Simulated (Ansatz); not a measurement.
Species: ZrH2, charge 0, multiplicity 3. The spin state was set by rule; other spins were not relaxed. SMILES: [ZrH2]
Geometry: optimised at B3LYP-D3(BJ)/def2-TZVP (Ansatz, an electronic-structure program).

Computed values are from Ansatz. Cores are frozen in the correlated levels unless marked. UHF or UKS for open shells. Spin-orbit coupling is left out. Frozen are the shells of the preceding noble gas and the d and f shells that filled before the atom's block. Past Kr the def2 sets carry scalar-relativistic core potentials. CBS(X,Y): correlation extrapolated as X^-3; Hartree-Fock from the larger set.

The atomisation energy De is 552.3 kJ/mol at CCSD(T)/CBS(def2-TZVPPD,def2-QZVPPD) and the vertical ionisation energy (to the doublet) is 6.83 eV at CCSD(T)/CBS(def2-TZVPPD,def2-QZVPPD). The total energy comes out as -47.7186 Eh at CCSD(T)/CBS(def2-TZVPPD,def2-QZVPPD) and the dipole moment is 2.47 D at CCSD(T)/def2-SVPD. The T1 diagnostic is 0.024 at CCSD/def2-QZVPPD.
